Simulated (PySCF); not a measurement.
Isomers of C8H14F2, mass 148.106 u with the commonest isotopes. Method used: PBE0/pcSseg-1 in PySCF (dipole) on a GFN2-xTB geometry, gas phase. One conformer each, none proved a minimum here; rigid rotors.

Task: Order these by rotational constant B, smallest first.
A. `[F:1][CH2:2][C@@H:3]1[CH2:4][CH2:5][CH2:6][CH2:7][C@@H:8]([F:9])[CH2:10]1` with F1–C2–C3–C4 62°, C2–C3–C4–C5 166°, C3–C4–C5–C6 57°, C4–C5–C6–C7 -74°, C5–C6–C7–C8 87°
B. `[CH3:1][CH:2]([CH3:3])[C@@:4]1([F:5])[CH2:6][CH2:7][C@H:8]([F:9])[CH2:10]1` with C1–C2–C4–F5 58°, C2–C4–C6–C7 158°, C4–C6–C7–C8 -41°, C6–C7–C8–F9 154°, C7–C8–C10–C4 -14°
C. `[CH3:1][C@@H:2]1[CH2:3][CH2:4][C@@H:5]([C:6]([CH3:7])([F:8])[F:9])[CH2:10]1` with C4–C5–C6–C7 -61°, C1–C2–C3–C4 -159°, C2–C3–C4–C5 43°, C3–C4–C5–C6 -156°, C4–C5–C10–C2 11°

Result: C (810.4 MHz), B (846.1 MHz), A (1014 MHz).

Task: Order these by dipole moment, largest first.
A. `[CH3:1][C@@H:2]1[CH2:3][CH2:4][C@@H:5]([C:6]([CH3:7])([F:8])[F:9])[CH2:10]1` with C4–C5–C6–C7 -61°, C1–C2–C3–C4 -159°, C2–C3–C4–C5 43°, C3–C4–C5–C6 -156°, C4–C5–C10–C2 11°
B. `[F:1][CH2:2][C@@H:3]1[CH2:4][CH2:5][CH2:6][CH2:7][C@@H:8]([F:9])[CH2:10]1` with F1–C2–C3–C4 62°, C2–C3–C4–C5 166°, C3–C4–C5–C6 57°, C4–C5–C6–C7 -74°, C5–C6–C7–C8 87°
C. `[CH3:1][CH:2]([CH3:3])[C@@:4]1([F:5])[CH2:6][CH2:7][C@H:8]([F:9])[CH2:10]1` with C1–C2–C4–F5 58°, C2–C4–C6–C7 158°, C4–C6–C7–C8 -41°, C6–C7–C8–F9 154°, C7–C8–C10–C4 -14°

Result: C (2.74 D), A (2.25 D), B (1.66 D).

Task: Order these by out-of-plane moment Σ m c² = (Ia + Ib − Ic)/2, smallest first.
A. `[CH3:1][C@@H:2]1[CH2:3][CH2:4][C@@H:5]([C:6]([CH3:7])([F:8])[F:9])[CH2:10]1` with C4–C5–C6–C7 -61°, C1–C2–C3–C4 -159°, C2–C3–C4–C5 43°, C3–C4–C5–C6 -156°, C4–C5–C10–C2 11°
B. `[CH3:1][CH:2]([CH3:3])[C@@:4]1([F:5])[CH2:6][CH2:7][C@H:8]([F:9])[CH2:10]1` with C1–C2–C4–F5 58°, C2–C4–C6–C7 158°, C4–C6–C7–C8 -41°, C6–C7–C8–F9 154°, C7–C8–C10–C4 -14°
C. `[F:1][CH2:2][C@@H:3]1[CH2:4][CH2:5][CH2:6][CH2:7][C@@H:8]([F:9])[CH2:10]1` with F1–C2–C3–C4 62°, C2–C3–C4–C5 166°, C3–C4–C5–C6 57°, C4–C5–C6–C7 -74°, C5–C6–C7–C8 87°

Result: C (46.25 u·Å²), A (59.07 u·Å²), B (64.35 u·Å²).

```tsv
SMILES	point group	Ia (u·Å²)	Ib (u·Å²)	Ic (u·Å²)	κ	μa (D)	μb (D)	μc (D)
CC(C)[C@@]1(F)CC[C@H](F)C1	C1	203.02	597.30	671.61	-0.89	1.33	0.83	2.24
FC[C@@H]1CCCC[C@@H](F)C1	C1	298.73	498.53	704.76	-0.39	0.72	1.47	0.30
C[C@@H]1CC[C@@H](C(C)(F)F)C1	C1	196.97	623.60	702.44	-0.90	0.78	1.86	0.98
C[C@@H]1CC[C@H](C(C)(F)F)C1	C1	200.93	613.03	685.39	-0.90	1.29	1.39	1.37
```
